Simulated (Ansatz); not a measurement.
`C[SiH](C)[SnH3]` and `BN[SiH](C)C` differ in one atom or group.

Ansatz, PBE0-D4/def2-TZVP geometries, multiplicity 1. Each molecule was computed in one conformer, which needn't be the lowest.

Elements past krypton have def2 core potentials.

```
                                          property  `C[SiH](C)[SnH3]`
               LUMO energy (B3LYP/def2-TZVPP) / eV               0.01
  size of the dipole moment (B3LYP/def2-TZVPP) / D               1.68
             LUMO energy (ωB97M-V/def2-TZVPP) / eV               1.68
size of the dipole moment (ωB97M-V/def2-TZVPP) / D               1.65
           HOMO–LUMO gap (ωB97M-V/def2-TZVPP) / eV              11.09
                HOMO energy (PBE0/def2-TZVPP) / eV              -7.41
```

Question: What does the change do to each property? (Best estimate.)

Answer: Ansatz gave: 
| property | `BN[SiH](C)C` | shift |
| --- | --- | --- |
| LUMO energy (B3LYP/def2-TZVPP) / eV | -0.24 | -0.25 |
| size of the dipole moment (B3LYP/def2-TZVPP) / D | 1.54 | -0.14 |
| LUMO energy (ωB97M-V/def2-TZVPP) / eV | 1.79 | 0.11 |
| size of the dipole moment (ωB97M-V/def2-TZVPP) / D | 1.52 | -0.13 |
| HOMO–LUMO gap (ωB97M-V/def2-TZVPP) / eV | 12.19 | 1.10 |
| HOMO energy (PBE0/def2-TZVPP) / eV | -8.12 | -0.71 |

With PBE0 the HOMO falls by 0.71 eV and the LUMO falls by 0.23 eV, so the gap widens by about 0.48 eV. PBE moves the HOMO by -0.50 eV and ωB97M-V by -0.99 eV. Dipoles are sizes alone; their direction can turn.

B3LYP here is the variant with VWN-RPA as its local correlation; programs differ in this.
